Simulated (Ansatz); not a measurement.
`N/C=[CH]/[AlH][F]` + H₂ → `C=[CH][AlH][F]` + NH₃ at 298.15 K and 1 bar (hydrogenolysis of a C–N bond).

Program: Ansatz. Geometries: PBE0-D4/def2-TZVP. ΔE: electronic, gas phase. CCSD(T)/CBS adds triple-zeta CCSD(T) − MP2 to the extrapolated MP2 energy (def2 sets, frozen cores). This one scheme is used for every species. Each species was taken in one conformer, which may not be the lowest.

| species | CCSD(T)/CBS energy (Eh) | H − E (kJ/mol) | S (J/(mol·K)) |
| --- | --- | --- | --- |
| `N/C=[CH]/[AlH][F]` | -475.68653 | 201.8 | 341.7 |
| H₂ | -1.17544 | 35.1 | 130.4 |
| `C=[CH][AlH][F]` | -420.36993 | 151.6 | 312.4 |
| NH₃ | -56.50880 | 100.5 | 192.4 |

H − E and S are ideal-gas, rigid-rotor, harmonic terms from PBE0-D4/def2-TZVP, for one conformer and one mirror image of each species. The MP2-based limit puts H₂ 0.8 mEh under its directly extrapolated value; such offsets cancel only in part. 1 Eh = 2625.50 kJ/mol, R = 8.31446 J/(mol·K).

Task: By hand: ΔE, ΔH, ΔS and ΔG.

Result: ΔE = (-420.36993) + (-56.50880) − (-475.68653) − (-1.17544) = -0.01676 Eh = -44.0 kJ/mol. Δ(H − E) = 151.6 + 100.5 − 201.8 − 35.1 = 15.2, so ΔH = -28.8 kJ/mol. ΔS = 312.4 + 192.4 − 341.7 − 130.4 = 32.7 J/(mol·K). ΔG = -28.8 − 298.15 × (32.7)/1000 = -38.5 kJ/mol.

Task: By hand: the equilibrium constant, and the temperature at which ΔG would vanish if ΔH and ΔS stayed fixed.

Result: log₁₀ K = −ΔG/(RT ln 10) = 6.7. ΔH and −TΔS have one sign here, so there is no such temperature.

TΔS isn't small against ΔH here. A doubt of 5 kJ/mol in ΔE shifts log₁₀ K by 0.9 here. Other conformers and mirror images would add mixing entropy, several J/(mol·K) or more a flexible species. These are equilibria of isolated gas molecules and say nothing of rates. Largest T1 diagnostic: 0.013 (customary marks: 0.02 for closed shells, 0.045 for open ones).
